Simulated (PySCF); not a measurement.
This PySCF input asks for the NMR shieldings of SMILES C1[Si@H](OC)C(F)=C1CO, C5H9FO2Si; the geometry comes from GFN2-xTB.

```python
import basis_set_exchange as bse
import numpy as np
from pyscf import gto, dft
from pyscf.prop import nmr

atoms = """
C     3.125569   -0.477954    1.511999
O     2.177764   -0.568652    0.485388
Si    1.130580    0.524381   -0.068887
C    -0.027587   -0.247933   -1.382983
C    -1.209967    0.067846   -0.494475
C    -2.631781   -0.206886   -0.848436
O    -3.572369    0.570317   -0.150321
C    -0.641657    0.590999    0.598036
F    -1.294359    1.030297    1.711283
H     3.717699    0.433733    1.416709
H     3.781178   -1.345602    1.438053
H     2.633248   -0.477773    2.486098
H     1.738289    1.826568   -0.319069
H     0.077771   -1.312985   -1.574515
H    -0.084806    0.259206   -2.342657
H    -2.828866   -1.283668   -0.687630
H    -2.793107    0.000415   -1.911855
H    -3.306359    0.624009    0.774977
"""
names = dict.fromkeys(["C", "O", "Si", "F", "H"], "pcSseg-1")
basis = {el: gto.basis.parse(bse.get_basis(n, elements=[el], fmt="nwchem")) for el, n in names.items()}
mol = gto.M(atom=atoms, basis=basis, charge=0, verbose=0)
mf = dft.RKS(mol, xc="PBE0")
mf.grids.level = 2
mf.grids.alignment = dft.numint.BLKSIZE   # the property module wants whole blocks of grid points
mf.conv_tol = 1e-9
mf.kernel()

calc = nmr.RKS(mf)   # GIAO
C = mf.mo_coeff
Co = C[:, mf.mo_occ > 0]
resp = mf.gen_response(singlet=True, hermi=2)
def vind(x):   # induced exchange potential for any number of trial vectors
    d = np.einsum("pi,xij,qj->xpq", C, 2 * x.reshape(-1, C.shape[1], Co.shape[1]), Co, optimize=True)
    return np.einsum("xpq,pi,qj->xij", resp(d - d.transpose(0, 2, 1)), C, Co, optimize=True).ravel()
mo1, _ = nmr.rhf.solve_mo1(calc, with_cphf=vind)
sigma = calc.kernel(mo1)
for i, s in enumerate(sigma):   # ppm
    print("%2d %-2s %9.2f" % (i, mol.atom_pure_symbol(i), np.trace(s) / 3))
```

Question: Give the expected output.

Answer: 
```
 0 C     132.57
 1 O     308.28
 2 Si    368.86
 3 C     170.55
 4 C      38.61
 5 C     116.82
 6 O     312.24
 7 C      14.76
 8 F     285.08
 9 H      27.87
10 H      27.59
11 H      27.70
12 H      26.30
13 H      30.42
14 H      30.59
15 H      26.65
16 H      27.41
17 H      30.08
```

These numbers come from an equivalent density-fitted implementation of the same equations, which agrees with the script to about 0.01 ppm for H and up to a few tenths of a ppm for heavy atoms, so last digits may differ.

Question: Turn these shieldings into chemical shifts. Referencing at the same level of theory: TMS for $^{13}$C (σref 186.93) and $^{29}$Si (σref 349.16) and $^{1}$H (σref 31.72); $^{17}$O (σref 336.08) vs H2O; $^{19}$F (σref 170.95) against CFCl3.

Answer: Averaging equivalent atoms: C 7: 172.2; C 4: 148.3; C 5: 70.1; C 0: 54.4; C 3: 16.4; O 1: 27.8; O 6: 23.8; Si 2: -19.7; F 8: -114.1; H 12: 5.41; H 15: 5.07; H 16: 4.31; H 9/10/11: 4.00; H 17: 1.64; H 13: 1.29; H 14: 1.13 ppm. Unscaled 19F shifts against computed CFCl3 carry errors that often reach 10 to 50 ppm. Experimental scales use liquid or dissolved standards, which lie at an offset from isolated H2O (liquid H2O: subtract about 36 ppm).

Size and cost of the density-fitted run: 205 basis functions, 64 s wall time on 1 thread of an Arm Neoverse N1, shared host; peak memory 0.92 GiB.
